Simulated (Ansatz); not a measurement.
`C=C(Br)BC`, relaxed with RKS PBE-D4/def2-SVP in Ansatz from a rough embedded geometry. The force threshold is 0.03 eV/Å; the program also tests the step.

Charge 0, multiplicity 1.

Start:

```xyz
11

C    -1.451    0.485    1.405
C    -0.598   -0.188    0.745
Br   -0.289   -2.001    1.200
B     0.251    0.440   -0.422
C     1.287   -0.301   -1.270
H    -2.050    0.014    2.271
H    -1.696    1.520    1.224
H     0.014    1.593   -0.682
H     0.768   -1.219   -1.786
H     2.073   -0.687   -0.621
H     1.691    0.344   -2.064
```

| step | energy (eV) | largest force (eV/Å) | largest move (Å) |
| --- | --- | --- | --- |
| 1 | -73903.1815 | 4.580 | 0.000 |
| 2 | -73903.5427 | 1.507 | 0.080 |
| 3 | -73903.5680 | 0.540 | 0.074 |
| 4 | -73903.5858 | 0.145 | 0.045 |
| 5 | -73903.5865 | 0.136 | 0.027 |
| 6 | -73903.5889 | 0.046 | 0.013 |
| 7 | -73903.5891 | 0.020 | 0.006 |

End:

```xyz
11

C    -1.495    0.486    1.458
C    -0.570   -0.186    0.733
Br   -0.223   -2.029    1.182
B     0.220    0.463   -0.445
C     1.281   -0.301   -1.294
H    -2.059    0.037    2.292
H    -1.700    1.541    1.207
H    -0.070    1.632   -0.657
H     0.786   -1.173   -1.781
H     2.039   -0.769   -0.626
H     1.792    0.299   -2.069
```

Run time 7 s (4 threads of a server CPU on a shared host); peak host memory 0.18 GiB.
